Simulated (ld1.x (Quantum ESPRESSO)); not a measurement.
# What one change does to a pseudopotential (Zn, TM)

```
Element                 : zinc (Zn)
Generator               : ld1.x (Quantum ESPRESSO) 7.5
Type                    : norm-conserving Troullier–Martins (Kleinman–Bylander form)
Functional              : PBEsol
Relativity              : scalar-relativistic
Frozen core             : [Ar] 3d10
Valence charge          : 2
Reference configuration : 4s2 4p0
Partial waves           : 4s (bound): rc 2.05 bohr; 4d channel at 0.05 Ry: rc 3.10 bohr; 4p (bound, empty): rc 3.45 bohr
Local potential         : the p channel
Core correction         : none
```

Change: wave 4s (bound): rc 2.05 bohr becomes 4s (bound): rc 3.08 bohr.

Cutoffs: the cutoffs (Ry, on a coarse ladder) from which the occupation-weighted sum of valence levels, in a spherical-Bessel basis at the reference potential, stays within 10 and 1 mRy of its value at 400 Ry; they do not see the model core or the augmentation charge, which bear on the density cutoff. Errors are all-electron minus pseudo energies relative to the spin-unpolarised reference configuration.

Question: Predict the effect on cutoff, ghosts and configuration errors.

Answer: The potential gets softer (10 Ry and 30 Ry → 6 Ry and 12 Ry); the bound ghosts move from d, s to d; of the 5 tests that both files solve, the error grows in 2 and shrinks in 3 by more than 15 % and 0.3 meV (median size 21.6 → 19.9 meV). A larger radius leaves more room for a smooth pseudo-wave, so fewer plane waves are needed.

```tsv
quantity	base	changed
cutoff, loose	10 Ry	6 Ry
cutoff, tight	30 Ry	12 Ry
bound ghosts	s, d	d
error for 4s1 4p0, meV [ΔE 9.90 eV]	-8.0	-29
error for 4s1.5 4p0, meV [ΔE 3.95 eV]	-5.7	-9.0
error for 4s1 4p1, meV [ΔE 5.13 eV]	+22	-0.2
error for 4s0 4p1, meV [ΔE 16.26 eV]	+128	+20
error for 4s0 4p2, meV [ΔE 10.60 eV]	+127	+43
s: phases at 3.73 bohr within 0.05 rad from the reference energy up to (Ry; the scan ends near 5)	1.0	0.9
p: phases at 3.73 bohr within 0.05 rad from the reference energy up to (Ry; the scan ends near 5)	1.3	1.3
d: phases at 3.73 bohr within 0.05 rad from the reference energy up to (Ry; the scan ends near 5)	n/a	n/a
```

 A true bound ghost makes a file unfit for plane-wave use even where its test errors are small: the radial tests pick states by their node count and pass the ghost by.
